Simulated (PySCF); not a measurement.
C₂HBrClF. Atoms are numbered in the order given.

```xyz
6

F     -1.5607     0.3731     0.0000
C     -0.2619     0.1389     0.0000
Br     0.1797    -1.6781     0.0000
C      0.6553     1.1050     0.0000
Cl     0.2161     2.7669     0.0000
H      1.7207     0.8755     0.0000
```
Charge 0, spin multiplicity 1.

Geometry: ωB97X-D3(BJ)/def2-SVP.

Method: CAM-B3LYP/def2-TZVP (PySCF).

Symmetry labels are those of the subgroup Cs that the program uses (full group Cs).

Computed valence orbital energies around the gap with their symmetry:
```csv
orbital,symmetry,energy (eV)
HOMO−7,A",-15.99
HOMO−6,A',-14.22
HOMO−5,A',-12.79
HOMO−4,A",-12.32
HOMO−3,A",-11.08
HOMO−2,A',-10.78
HOMO−1,A',-10.52
HOMO,A",-8.64
LUMO,A',0.61
LUMO+1,A",0.64
LUMO+2,A',2.11
LUMO+3,A',2.40
```
